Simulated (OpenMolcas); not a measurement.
A calculation on Sn I.

```
Program             : OpenMolcas 26.06
Method              : CASSCF
Basis               : ANO-RCC-VQZP [8s7p5d3f2g]
Scalar Hamiltonian  : DKH2, point nucleus
Active space        : 4 electrons in 4 orbitals (5s 5p)
State averaging     : 2S+1 = 3 even, 3 roots; 2S+1 = 1 even, 6 roots kept (CI in the orbitals of an earlier block); 2S+1 = 5 odd, 1 root; 2S+1 = 3 odd, 5 roots kept (CI in the orbitals of an earlier block, 0 in the spin-orbit step)
Spin-orbit coupling : RASSI with atomic mean-field integrals over the reference wave functions, term energies averaged over their components
```

Task: Which level of the active space comes out lowest?

Result: 5s² 5p² ³P₀, with 97 % of that term; it is also the measured ground level.

Task: How high does 5s² 5p² ³P₂ lie?

Result: 3186 cm⁻¹ above the lowest level; measured 3428 cm⁻¹ above the ground level, so the calculation is off by -7 %.

Task: How high does 5s 5p³ ⁵S°₂ lie?

Result: 28031 cm⁻¹ above the lowest level; measured 39626 cm⁻¹ above the ground level, so the calculation is off by -29 %.

Task: How high does 5s² 5p² ¹D₂ lie?

Result: 10604 cm⁻¹ above the lowest level; measured 8613 cm⁻¹ above the ground level, so the calculation is off by +23 %.

Measured values: NIST Handbook of Basic Atomic Spectroscopic Data.

Some high roots are left out of the spin-orbit mixing, which shifts the levels that they would mix with. Terms from blocks run as CI alone lack orbitals of their own. Terms of s pⁿ other than that of highest spin mix with s² pⁿ⁻² d, which this space lacks; all of them can be thousands of cm-1 off, and some have no real level of that name. Measured partners are found by configuration, term and J. A level has none where our copy of the source lacks it or the pairing is in doubt (some pairs that miss far off the trend of their configuration count as doubtful), and it then counts in no deviation. Only configurations of the active space appear.

° marks odd parity.
